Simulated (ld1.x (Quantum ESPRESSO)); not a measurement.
Pseudopotential generation for strontium (Sr): TM, Wu–Cohen, scalar-relativistic.

| Quantity | Value |
| --- | --- |
| Element | strontium (Sr) |
| Generator | ld1.x (Quantum ESPRESSO) 7.5 |
| Type | norm-conserving Troullier–Martins (Kleinman–Bylander form) |
| Functional | Wu–Cohen |
| Relativity | scalar-relativistic |
| Frozen core | [Kr] |
| Valence charge | 2 |
| Reference configuration | 4d0 5s2 5p0 |
| Partial waves | 5s (bound): rc 3.70 bohr; 5p (bound, empty): rc 3.90 bohr; 4d (bound, empty): rc 2.75 bohr |
| Local potential | all-electron potential smoothed inside 3.10 bohr (lloc = -1) |
| Core correction | none |

All-electron outer shells of the reference configuration (Wu–Cohen, scalar-relativistic, ld1.x):

```json
{"shell": "4s", "level (eV)": "-40.90", "outermost node (bohr)": "0.59", "outermost maximum (bohr)": "1.19"}
{"shell": "4p", "level (eV)": "-22.81", "outermost node (bohr)": "0.61", "outermost maximum (bohr)": "1.33"}
{"shell": "5s", "level (eV)": "-3.54", "outermost node (bohr)": "1.65", "outermost maximum (bohr)": "3.72"}
{"shell": "4d", "level (eV)": "-1.28", "outermost node (bohr)": "0.65", "outermost maximum (bohr)": "2.12"}
{"shell": "5p", "level (eV)": "-1.26", "outermost node (bohr)": "1.96", "outermost maximum (bohr)": "4.83"}
```

Task: Does the generator finish with these settings?

Result: Yes, a potential is produced and its reference levels are reproduced.

Task: Estimate the cutoffs (Ry, on a coarse ladder) from which the occupation-weighted sum of valence levels, in a spherical-Bessel basis at the reference potential, stays within 10 and 1 mRy of its value at 400 Ry.

Result: 6 Ry and 8 Ry. The cutoffs count occupied waves only; the empty 4d level needs 15 Ry at the loose tolerance.

Task: What does a ghost test show?

Result: No extra level below or beside the all-electron valence levels (s, p, d, f tested). The logarithmic derivative shows an extra or strongly shifted pseudo pole above the reference energy (s near 0.63 Ry, p near 1.83 Ry).

Task: Tests: 4d0 5s1 5p0; 4d0 5s1.5 5p0; 4d0 5s1 5p1; 4d1 5s1 5p0; 4d0.5 5s1.5 5p0; 4d1 5s0 5p0; 4d0 5s0 5p1. Which has the largest error in its energy relative to the reference configuration, and how large is it?

Result: 4d1 5s0 5p0, with +229 meV (all-electron minus pseudo) on +7.58 eV.
